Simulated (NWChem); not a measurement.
System meant: C2H6N, doublet; SMILES C[CH]N

Here is an NWChem input.

```
start job
memory heap 200 mb stack 900 mb global 1100 mb
geometry units angstroms noautoz
  C      0.191391     1.252119    -0.015446
  C     -0.523263    -0.052898     0.123586
  N      0.218437    -1.226357    -0.107713
  H     -0.457379     2.081721     0.285554
  H      1.088969     1.290298     0.620755
  H      0.529278     1.454708    -1.048458
  H     -1.561290    -0.117406    -0.196812
  H      1.133602    -1.220538     0.335775
  H     -0.274831    -2.077522     0.143595
end
basis spherical
  * library def2-svp
end
dft
  odft
  mult 2
  xc b3lyp
  iterations 4
  mulliken
end
task dft energy
```

End of the output:

```
     --------------------------
     Expectation value of S2:
     --------------------------
      <S2> =      0.7528 (Exact =     0.7500)

 center of mass
 --------------
 x =  -0.01912973 y =  -0.06009170 z =  -0.00602620

 moments of inertia (a.u.)
 ------------------
         199.897907347025           0.000000000000           0.000000000000
           0.000000000000          42.835572114103          -0.000000000000
           0.000000000000          -0.000000000000         228.029208206568

     Multipole analysis of the density
     ---------------------------------

     L   x y z        total         alpha         beta         nuclear
     -   - - -        -----         -----         ----         -------
     0   0 0 0      0.000000    -13.000000    -12.000000     25.000000

     1   1 0 0      0.136474      0.398401     -0.261927      0.000000
     1   0 1 0     -0.316367      0.010308     -0.326675      0.000000
     1   0 0 1      0.237202     -0.021128      0.258330     -0.000000

     2   2 0 0    -14.072013    -21.682707    -19.666103     27.276797
     2   1 1 0     -0.004373     -0.566154     -0.628721      1.190502
     2   1 0 1      1.070696      0.231944     -0.688101      1.526853
     2   0 2 0    -12.951778    -68.208632    -65.725716    120.982570
     2   0 1 1     -1.136678      0.329731      0.199819     -1.666228
     2   0 0 2    -16.158782    -12.711299    -10.414886      6.967404

 ------------------------------------------------------------------------
 dft energy failed                                                                                  0
 ------------------------------------------------------------------------
 ------------------------------------------------------------------------
  current input line :
    24: task dft energy
 ------------------------------------------------------------------------
 ------------------------------------------------------------------------
 This type of error is most commonly associated with calculations not reaching convergence criteria
 ------------------------------------------------------------------------
 For more information see the NWChem manual at https://nwchemgit.github.io

0:dft energy failed:Received an Error in Communication
```

Task: Find the fault in this run and fix the input.

Result: The run did not converge; its last values are not results. Cause: the SCF was allowed too few iterations. This input runs:
```
start job
memory heap 200 mb stack 900 mb global 1100 mb
geometry units angstroms noautoz
  C      0.191391     1.252119    -0.015446
  C     -0.523263    -0.052898     0.123586
  N      0.218437    -1.226357    -0.107713
  H     -0.457379     2.081721     0.285554
  H      1.088969     1.290298     0.620755
  H      0.529278     1.454708    -1.048458
  H     -1.561290    -0.117406    -0.196812
  H      1.133602    -1.220538     0.335775
  H     -0.274831    -2.077522     0.143595
end
basis spherical
  C library def2-svp
  N library def2-svp
  H library def2-svp
end
dft
  odft
  mult 2
  xc b3lyp
  iterations 150
  mulliken
end
task dft energy
```
It converges to -134.42244 Ha (B3LYP/def2-SVP, spin-unrestricted).
